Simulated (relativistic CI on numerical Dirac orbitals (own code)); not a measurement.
# Cr6+ in a cubic cluster: L2,3 absorption with charge transfer

Computed with a charge-transfer multiplet model of a cubic metal-ligand cluster with up to 2 ligand holes, Slater and spin-orbit integrals from Dirac-Coulomb-Breit ions, Slater integrals scaled by 0.8. The ground state mixes d0 with configurations of k ligand holes L, whose averages lie at kΔ + k(k − 1)U_dd/2; a core hole lowers each added d electron by U_cd. 300 K, Lorentzian 0.4 eV and Gaussian 0.3 eV FWHM.

Atomic integrals in eV (Slater integrals scaled, ζ unscaled), ground: F2dd 9.377, F4dd 5.906, zeta_d 0.039; with the core hole: F2dd 9.377, F4dd 5.906, zeta_d 0.067, zeta_core 5.615, F2cd 6.891, G1cd 5.439, G3cd 3.098. Where a configuration has fewer than two d electrons, the dd integrals are those of d2.

Cluster parameters (eV): Δ = -0.3, U_dd = 6.4, U_cd = 8.1, 10Dq = 0.5, 10Dq(ligand) = 0.2, final-state hopping factor = 1.

```
                              Case   n_d    d0   d1L  d2L2     S
V(eg) = 3.75 eV, V(t2g) = -1.92 eV  0.96  0.25  0.55  0.20  0.00
V(eg) = 4.05 eV, V(t2g) = -2.07 eV  0.97  0.24  0.55  0.21  0.00
V(eg) = 4.65 eV, V(t2g) = -2.38 eV  0.99  0.23  0.54  0.22  0.00
```

Weights, n_d and S are thermal averages at 300 K. Photon energies count from the first peak over 30 % of the highest in each spectrum, which can be another peak from case to case. The parameters are a model scan and need not match a compound or its usual spin state. Peaks in eV (height, largest 100):
- V(eg) = 3.75 eV, V(t2g) = -1.92 eV: -2.3 (9), 0.0 (83), 2.3 (7), 4.7 (12), 5.8 (8), 7.1 (23), 8.6 (100)
- V(eg) = 4.05 eV, V(t2g) = -2.07 eV: -2.4 (12), 0.0 (100), 2.7 (7), 5.2 (17), 7.5 (37), 8.3 (67), 8.7 (84)
- V(eg) = 4.65 eV, V(t2g) = -2.38 eV: -2.5 (13), 0.0 (100), 3.6 (7), 5.8 (22), 8.1 (68), 8.8 (54)

A d0 ion has no d-d gap: its lowest excitations are ligand-to-metal charge transfer. With the core hole the configuration with one ligand hole lies at Δ + U_dd − U_cd = -2.0 eV from the one without, against Δ in the ground state.

With at most 2 ligand holes the space is cut while the next configuration still counts, so covalency is underestimated, and a final configuration with one more ligand hole, which can lie low, is missing from the spectra.
